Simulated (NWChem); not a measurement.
System: BeHF; SMILES [BeH][F]

Here is an NWChem input.

```
start job
memory heap 200 mb stack 900 mb global 1100 mb
geometry units angstroms noautoz
  Be     0.000000     0.000000    -0.776822
  H      0.000000     0.000000    -2.114982
  F      0.000000     0.000000     0.624228
end
basis spherical
  * library def2-tzvp
end
dft
  xc becke88 lyp
  iterations 150
  mulliken
end
task dft energy
```

The geometry was optimised at PBE-D3(BJ)/def2-SVP.

What results follow from this input? (BLYP/def2-TZVP.) Quantities: energy (Ha); highest occupied level (eV); orbital gap (eV); dipole (D).

The energy (Ha) is -115.29. The highest occupied level (eV) comes out as -8.23 and the orbital gap (eV) is 7.47. The dipole (D) is 0.67.
